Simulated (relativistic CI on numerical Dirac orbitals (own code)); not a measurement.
# Br¹⁷⁺: sensitivity of the levels to the model

Base calculation: Dirac-Coulomb-Breit CI, KLI orbitals optimised for each configuration, model QED (radiative potential, 1s self-energy scaled to tabulated hydrogen-like ionisation energies), unscaled Slater integrals.

Configurations in the expansion (outside the closed core [Ne]): 3s2.3p6, 3s2.3p5.3d, 3s.3p6.3d, 3s2.3p5.4s, 3s2.3p5.4p, 3s2.3p5.4d, 3s.3p6.4s, 3s2.3p5.4f, 3p6.3d2, 3p5.3d3, 3p5.3d2.4s, 3p5.3d2.4p, 3p5.3d2.4d, 3p6.3d.4s, 3p5.3d.4s2, 3p5.3d.4s.4p, 3p5.3d.4s.4d. Double excitations out of closed p, d and f shells are left out; levels of such configurations are missing from the list, as are those of other unlisted configurations, and high levels can miss mixing partners. These lack a partner that the ground configuration has and come out too high: 3s2.3p5.4f.

Variants: (1) valence Slater integrals scaled by 0.9; (2) only the first 3 configurations. Shifts of the energy above 3s2.3p6 1S_0, in cm⁻¹, for the lowest level and the first level of each name with at least 55 % of one term (blank where a level changes its place among those of its configuration and J or its character, or is not in the variant):

```tsv
Level	Base	Δ(1)	Δ(2)
3s2.3p6 1S_0	0	0	0
3s2.3p5.3d 3P°_0	678106	+6273	-396
3s2.3p5.3d 3P°_1	688969	+5866	-395
3s2.3p5.3d 3P°_2	711614	+4932	-393
3s2.3p5.3d 3F°_4	720554	+3244	-434
3s2.3p5.3d 3F°_3	724037	+2194	-442
3s2.3p5.3d 3F°_2	741390	+1277	-438
3s2.3p5.3d 3D°_3	773911	-2095	-455
3s2.3p5.3d 3D°_1	799317	-2034	-444
3s2.3p5.3d 1P°_1	1020283	-23839	-165
3s.3p6.3d 3D_1	1366246	+1835	+473
3s.3p6.3d 3D_2	1370989	+1771	+474
3s.3p6.3d 3D_3	1379823	+1840	+463
3s.3p6.3d 1D_2	1444120	-4927	+1025
```

At this charge energies of transitions that change n are usually good to better than 1 %, and those within a shell (Δn = 0) to a few per cent.

Ionisation energy from the two ground configurations alone: base 715.354 eV. The NIST ASD value (semi-empirical) is 716.3 eV.

LS names give the leading component of a level, which can be under half, so a name can repeat, a term be missing and a line seem to break the LS rules.
